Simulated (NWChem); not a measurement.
**Ionisation of AlCl**

```xyz
2

Al     0.0000     0.0000    -1.2166
Cl     0.0000     0.0000     0.9303
```
Charge 0, spin multiplicity 1.

All runs are NWChem calculations. All single points use one geometry, from PBE0/def2-SVP, a minimum by its harmonic frequencies.

Basis set: def2-TZVP. −ε marks an orbital energy of the parent.

The structure started from a generated list of species.

### Question
Order these methods by the first vertical ionisation energy they give, lowest first: −ε(HOMO) of M06-2X, evGW0@PBE, −ε(HOMO) of BP86, G0W0@HF.

### Answer
−ε(HOMO) of BP86 (6.17 eV), −ε(HOMO) of M06-2X (7.92 eV), evGW0@PBE (9.09 eV), G0W0@HF (9.43 eV)
